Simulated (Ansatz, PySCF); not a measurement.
Gas-phase reaction in SMILES: CSB(C)C [dimethyl(methylsulfanyl)borane] -> C[B]SC + [CH3] (CH3) (the B-C bond at the site shown breaks; other sites are not compared here)
Geometries: B3LYP-D3(BJ)/def2-TZVP minima from Ansatz (an electronic-structure program), one conformer each, not searched for the lowest. Frequencies are from Ansatz or PySCF.

Quantity: bond dissociation energy (enthalpy at 298 K, with B3LYP-D3(BJ) rigid-rotor harmonic-oscillator terms), in kcal/mol. Cores are frozen in the correlated levels unless marked. UHF or UKS for open shells. No spin-orbit coupling. No relativistic terms. CBS(X,Y): correlation extrapolated as X^-3; Hartree-Fock from the larger set.

CCSD(T)/CBS(cc-pV(T+d)Z,cc-pV(Q+d)Z) (Ansatz) gives 101.3 kcal/mol.

Question: Another calculation gave 96.8 kcal/mol. Which level was it?
A) HSE06/def2-TZVPD (Ansatz)
B) B97M-V/def2-TZVPD (Ansatz)
C) wB97M-V/def2-TZVPD (Ansatz)
D) revPBE/def2-TZVPD (Ansatz)

Answer: A, HSE06/def2-TZVPD (Ansatz). The others give 103.4 (wB97M-V), 99.5 (B97M-V), 90.3 (revPBE) kcal/mol.
